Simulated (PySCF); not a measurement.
Electron correlation in Co⁺ (cobalt, charge +1)

[Ar] 3d8, high-spin 3F determinant. All numbers are calculated (PySCF 2.14, scalar relativity by spin-free X2C-1e, in x2c-QZVPPall). Frozen: [Ar]; 8 electrons correlated.

```
  level  correlation energy (mhartree)
   CCSD                        -272.11
    (T)                         -10.38
CCSD(T)                        -282.49
```

Diagnostics: T1 = 0.013, D1 = 0.0198, largest double amplitude 0.019.

Problem. Is a single reference adequate?

Solution. Yes: T1 lies below 0.03 and no double amplitude reaches 0.07.
